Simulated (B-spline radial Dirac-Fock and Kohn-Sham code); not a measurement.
## X-ray form factors of gadolinium in several charge states

Level of theory: configuration-average Dirac-Fock orbitals; a B-spline atomic structure program.

Configurations: Gd [Xe] 4f7 5d1 6s2; Gd³⁺ [Xe] 4f7; Gd⁴⁺ [Xe] 4f6. The first column is f₀ of Gd, the others are differences from it.

```
s (Å⁻¹)      Gd  Δ Gd³⁺  Δ Gd⁴⁺
      0  64.000  -3.000  -4.000
    0.1  59.410  -0.850  -1.650
    0.2  52.567  +0.115  -0.317
    0.3  45.955  +0.082  -0.119
    0.4  40.195  +0.018  -0.106
    0.5  35.465  -0.004  -0.090
    0.7  28.183  -0.004  +0.002
    0.9  22.937  -0.002  +0.045
    1.1  19.371  -0.001  +0.029
    1.4  16.072  -0.001  +0.004
```

Values without a named source are computed, but for edge energies of neutral atoms, which are taken from tables.
